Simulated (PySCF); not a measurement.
Excitation energy of Al⁺ by level of theory

Al⁺ [Ne] 3s2 (1S) → Al⁺ [Ne] 3p2 (3P), as a difference of total energies. Calculation: PySCF 2.14, in dyall-acv3z; no relativity, point nucleus. Correlated levels: valence and next inner shell: 1s2 frozen; virtual orbitals above 40 to 60 times the deepest correlated orbital energy dropped. The calculations carry no spin-orbit coupling.

| method | excitation energy (cm⁻¹) | error (cm⁻¹) |
| --- | --- | --- |
| UHF | 85632 | -8576 |
| MP2 (valence and next inner shell) | 92418 | -1790 |
| SCS-MP2 (valence and next inner shell) | 94143 | -65 |
| CCSD (valence and next inner shell) | 93328 | -880 |
| CCSD(T) (valence and next inner shell) | 93662 | -546 |

Reference: 94208 cm⁻¹ (measured; NIST levels, between the centres of gravity of the two terms).

Errors of the correlated levels include the incompleteness of this basis and the frozen core.
